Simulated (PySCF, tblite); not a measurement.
Species: C4H11FO2Si.
SMILES with atom numbers: `[CH3:1][O:2][C@@H:3]([F:4])[C@H:5]([CH3:6])[O:7][SiH3:8]` (hydrogens: H9, H10, H11 on C1; H12 on C3; H13 on C5; H14, H15, H16 on C6; H17, H18, H19 on Si8)

Geometry (GFN2-xTB, Å), atoms numbered from 1 in this order:
```
atom  x, y, z in Å
C1    -1.8784    0.4937   -1.7048
O2    -0.6734   -0.0133   -1.1568
C3    -0.7168   -0.2857    0.1813
F4    -1.5161   -1.3947    0.4081
C5     0.7083   -0.5723    0.6646
C6     0.7196   -1.0094    2.1244
O7     1.4857    0.5655    0.5118
Si8    1.5247    1.6395   -0.7057
H9    -1.6740    0.6861   -2.7549
H10   -2.6831   -0.2398   -1.6093
H11   -2.1702    1.4234   -1.2055
H12   -1.1746    0.5306    0.7676
H13    1.1045   -1.3733    0.0231
H14    0.1235   -1.9085    2.2506
H15    0.3142   -0.2158    2.7480
H16    1.7430   -1.2062    2.4311
H17    0.3364    2.4995   -0.7477
H18    2.6737    2.3932   -0.2210
H19    1.7431    1.0271   -2.0122
```

Theory: PBE0/pcSseg-1 in PySCF (dipole) on a GFN2-xTB geometry, gas phase.

Masses are those of the commonest isotopes; rigid-rotor values at the optimised geometry. The values belong to one conformer with, in the numbering `[CH3:1][O:2][C@@H:3]([F:4])[C@H:5]([CH3:6])[O:7][SiH3:8]`, C1–O2–C3–F4 71°, O2–C3–C5–C6 -175°, C3–C5–O7–Si8 -41°.

(1) Give the principal moments of inertia and the rotational constants in MHz.

(2) Classify the top.

(3) Is it planar, by Δ = Ic − Ia − Ib?

(4) Give the other two planar moments, Paa and Pbb, and the rms extents of the mass along the axes.

(5) Where do the levels up to J = 2 lie, in cm⁻¹?

(6) Which types of transition are allowed, and where do some lines up to J = 2 fall?

(7) Estimate the classical rotational partition function at 10 K, 50 K and 100 K.

Answers

(1) Ia = 263.47, Ib = 325.07, Ic = 557.75 u·Å²; 505379 MHz·u·Å²/I gives A = 1918, B = 1555, C = 906.1 MHz.

(2) An asymmetric top: κ = (2 × 1555 − 1918 − 906.1)/(1918 − 906.1) = 0.28.

(3) Not planar: Δ = Ic − Ia − Ib = -30.79 u·Å². For a rigid frame Δ = −2 Σ m c², so Σ m c² = 15.40 u·Å² lies off the ab plane: 10.20 from hydrogen and 5.19 from heavier atoms. The atom farthest from that plane is 1.43 Å away.

(4) Paa = Σ m a² = (Ib + Ic − Ia)/2 = 309.68 and Pbb = Σ m b² = (Ia + Ic − Ib)/2 = 248.08 u·Å². With the mass M = 138.05 u, the rms extents √(P/M) along a, b and c are 1.50, 1.34, 0.33 Å.

(5) Above 0(0,0):
J = 1: 1(0,1) 0.0821, 1(1,1) 0.0942, 1(1,0) 0.1158
J = 2: 2(0,2) 0.2329, 2(1,2) 0.2367, 2(1,1) 0.3016, 2(2,1) 0.3380, 2(2,0) 0.3514

(6) The dipole components are |μa| = 0.85 D, |μb| = 1.33 D, |μc| = 0.74 D. The squared components, which scale the intensities, stand as 0.41 : 1.00 : 0.31 (a : b : c). Some lines, for components of 0.1 D or more:

```json
{"type": "c", "branch": "Q", "J(Ka,Kc)": "1(1,1) ← 1(0,1)", "MHz": "363", "lower level (cm⁻¹)": "0.082"}
{"type": "a", "branch": "Q", "J(Ka,Kc)": "2(2,0) ← 2(2,1)", "MHz": "400", "lower level (cm⁻¹)": "0.338"}
{"type": "a", "branch": "Q", "J(Ka,Kc)": "1(1,0) ← 1(1,1)", "MHz": "649", "lower level (cm⁻¹)": "0.094"}
{"type": "a", "branch": "Q", "J(Ka,Kc)": "2(1,1) ← 2(1,2)", "MHz": "1946", "lower level (cm⁻¹)": "0.237"}
{"type": "b", "branch": "Q", "J(Ka,Kc)": "2(1,1) ← 2(0,2)", "MHz": "2061", "lower level (cm⁻¹)": "0.233"}
{"type": "a", "branch": "R", "J(Ka,Kc)": "1(0,1) ← 0(0,0)", "MHz": "2461", "lower level (cm⁻¹)": "0.000"}
{"type": "b", "branch": "R", "J(Ka,Kc)": "1(1,1) ← 0(0,0)", "MHz": "2824", "lower level (cm⁻¹)": "0.000"}
{"type": "c", "branch": "R", "J(Ka,Kc)": "1(1,0) ← 0(0,0)", "MHz": "3473", "lower level (cm⁻¹)": "0.000"}
{"type": "b", "branch": "R", "J(Ka,Kc)": "2(0,2) ← 1(1,1)", "MHz": "4158", "lower level (cm⁻¹)": "0.094"}
{"type": "a", "branch": "R", "J(Ka,Kc)": "2(1,2) ← 1(1,1)", "MHz": "4273", "lower level (cm⁻¹)": "0.094"}
{"type": "a", "branch": "R", "J(Ka,Kc)": "2(0,2) ← 1(0,1)", "MHz": "4521", "lower level (cm⁻¹)": "0.082"}
{"type": "a", "branch": "R", "J(Ka,Kc)": "2(1,1) ← 1(1,0)", "MHz": "5570", "lower level (cm⁻¹)": "0.116"}
{"type": "c", "branch": "R", "J(Ka,Kc)": "2(1,1) ← 1(0,1)", "MHz": "6582", "lower level (cm⁻¹)": "0.082"}
{"type": "c", "branch": "R", "J(Ka,Kc)": "2(2,0) ← 1(1,0)", "MHz": "7061", "lower level (cm⁻¹)": "0.116"}
```

(7) Point group C1, symmetry number σ = 1; q = (√π/σ)·√((kT/h)³/(ABC)), k/h = 20836.6 MHz/K: 3240 at 10 K, 36300 at 50 K, 103000 at 100 K.

Its GFN2-xTB frequencies are all real (lowest 66 cm⁻¹). Constants of a rigid frame at the computed geometry: no zero-point averaging, no centrifugal distortion. A rigid rotor knows nothing of internal rotation, which can split or shift real lines.

Time: 38 s wall; peak memory 0.99 GiB. Hardware: one thread of an Arm Neoverse V1, no GPU, on a shared host. This is the PBE0/pcSseg-1 job that gave the dipole, with the shieldings it also computed.
